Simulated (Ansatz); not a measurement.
Program: Ansatz. Geometries: PBE0-D4/def2-TZVP. ΔE: electronic, gas phase. CBS: MP2 limit from def2 TZ/QZ plus the TZ coupled-cluster correction, frozen cores. DFT in def2-TZVPP. Each species was taken in one conformer, which may not be the lowest.

Reaction (redistribution): `C=C[SiH2][SiH3]` + `Cl[SiH2]S[SiH](Cl)Cl` → `C=C[SiH2]S[SiH](Cl)Cl` + `[SiH3][SiH2]Cl`

`C=C[SiH2][SiH3]`:

```xyz
12

C    -1.545    0.264   -1.745
C    -1.217    0.462   -0.471
Si   -0.216   -0.744    0.532
Si    1.863    0.179    1.093
H    -1.259   -0.640   -2.275
H    -2.113    0.994   -2.315
H    -1.533    1.392    0.002
H    -0.930   -1.093    1.793
H    -0.020   -1.986   -0.266
H     2.648    0.473   -0.136
H     1.672    1.452    1.842
H     2.649   -0.754    1.947
```

`Cl[SiH2]S[SiH](Cl)Cl`:

Cartesian coordinates in Å:
```
Cl 1.526 -1.730 1.427
Si 0.351 -1.622 -0.243
S -1.398 -0.435 0.058
Si -0.642 1.541 0.139
Cl 0.409 1.901 1.846
Cl 0.569 1.966 -1.448
H 1.174 -1.084 -1.343
H -0.177 -2.970 -0.538
H -1.813 2.433 0.102
```

`C=C[SiH2]S[SiH](Cl)Cl`:

Z-matrix (Å, degrees):
```
Si
C 1 1.848
S 1 2.160 2 112.5
H 1 1.483 2 109.4 3 -122.8
H 1 1.484 2 112.5 3 114.0
C 2 1.330 1 121.6 3 120.0
H 2 1.088 1 119.4 3 -59.6
Si 3 2.105 1 102.1 2 -51.2
H 6 1.086 2 121.7 1 -0.7
H 6 1.086 2 122.1 1 179.8
Cl 8 2.046 3 112.3 1 -43.0
Cl 8 2.044 3 112.6 1 78.8
H 8 1.473 3 107.8 1 -162.5
```

`[SiH3][SiH2]Cl`:

```xyz
8

Si   -1.086   -0.326   -0.409
Si    1.081    0.207    0.288
Cl    0.966    1.659    1.752
H    -1.027   -1.374   -1.464
H    -1.744    0.887   -0.959
H    -1.870   -0.836    0.746
H     1.780   -0.967    0.870
H     1.900    0.750   -0.824
```

```tsv
species	B2PLYP energy (Eh)
`C=C[SiH2][SiH3]`	-659.70017
`Cl[SiH2]S[SiH](Cl)Cl`	-2359.11445
`C=C[SiH2]S[SiH](Cl)Cl`	-1976.93383
`[SiH3][SiH2]Cl`	-1041.88251
```

(1) Work out ΔE.

Largest T1 diagnostic among the species: 0.013.

## Answers

(1) ΔE = (-1976.93383) + (-1041.88251) − (-659.70017) − (-2359.11445) = -0.00172 Eh = -4.5 kJ/mol. CCSD(T)/CBS gives -6.8 kJ/mol.

The D4 term adds −4.2 kJ/mol with B3LYP and −2.7 kJ/mol with PBE0; it sums over pairs of atoms, weighted by their polarisabilities, and B3LYP, whose exchange is more repulsive, gets the larger term.

B3LYP here is the variant with VWN-RPA as its local correlation; programs differ in this.
